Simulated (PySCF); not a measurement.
C2H5O, SMILES C[CH]O, multiplicity 2.

Geometry optimised at PBE0-D3(BJ)/def2-TZVP. The isomer is the one that the SMILES or the coordinates give; other isomers of the formula were not compared. Other conformers were not sampled.

The numbers are results of PBE/def2-TZVPD run with PySCF, not measurements.

Isolated molecule, no solvent.

Computed frontier levels, dipole moment and polarisability:
```
Quantity                                                                                                        Result
---------------------------------------------------------------------------------------------  -----------------------
α spin, highest occupied and lowest empty level                                                     -3.45 and -0.52 eV
β spin, highest occupied and lowest empty level                                                     -7.95 and -1.62 eV
dipole moment                                                                                                   1.22 D
quadrupole, principal values (traceless, Buckingham form, about the centre of nuclear charge)   -3.87, -1.97, 5.84 D·Å
mean static polarisability                                                                        35.6 bohr³ (5.28 Å³)
polarisability, principal values                                                                30.8, 35.0, 41.1 bohr³
⟨S²⟩                                                                                           0.753 (pure state 0.75)
```
